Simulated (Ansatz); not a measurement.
Reaction (silylene formation by 1,1-elimination): `N[SiH](O)S` → `NO` + `[SiH]S`

Computed with Ansatz on PBE0-D4/def2-TZVP structures; ΔE is electronic, products minus reactants. CBS: MP2 limit from def2 TZ/QZ plus the TZ coupled-cluster correction, frozen cores. This one scheme is used for every species. Functionals use def2-TZVPP. One conformer a species, not always the lowest.

`N[SiH](O)S`:

Z-matrix (Å, degrees):
```
Si
O 1 1.644
S 1 2.137 2 105.1
N 1 1.696 2 112.5 3 -119.7
H 1 1.483 2 110.7 3 120.7
H 2 0.959 1 117.6 3 -57.1
H 3 1.344 1 94.0 2 174.4
H 4 1.007 1 120.6 2 -81.2
H 4 1.007 1 120.9 2 68.7
```

`NO`:

```xyz
5

N    -0.248   -0.387    0.223
O     0.515    0.677   -0.334
H    -1.138    0.038    0.468
H    -0.438   -1.002   -0.563
H     1.309    0.675    0.206
```

`[SiH]S`:

Cartesian coordinates in Å:
```
Si 0.285 -1.041 0.247
S -0.310 0.916 -0.293
H 1.129 -0.452 1.372
H -1.104 0.578 -1.326
```

| level | ΔE (kcal/mol) | difference from CCSD(T)/CBS |
| --- | --- | --- |
| LDA (SPW92) | 134.2 | -1.0 |
| r2SCAN-D4 | 136.0 | 0.8 |
| ωB97X-V | 134.3 | -0.9 |
| ωB97M-V | 132.3 | -2.9 |
| r2SCANh | 136.7 | 1.5 |
| r2SCAN0 | 138.5 | 3.3 |
| CAM-B3LYP | 132.6 | -2.6 |
| LC-ωPBE | 136.8 | 1.6 |
| HF/def2-TZVPP | 135.7 | 0.5 |
| MP2/def2-QZVPP | 142.6 | 7.4 |
| CCSD(T)/CBS | 135.2 | 0 |

Largest T1 diagnostic among the species: 0.016.

From PBE to PBE0 (25 % exact exchange), in def2-TZVPP and without D4, ΔE moves by +6.9 kcal/mol. The D4 term adds +3.6 kcal/mol with B3LYP and +1.9 kcal/mol with PBE0; it sums over pairs of atoms, weighted by their polarisabilities, and B3LYP, whose exchange is more repulsive, gets the larger term.

B3LYP here is the variant with VWN-RPA as its local correlation; programs differ in this.
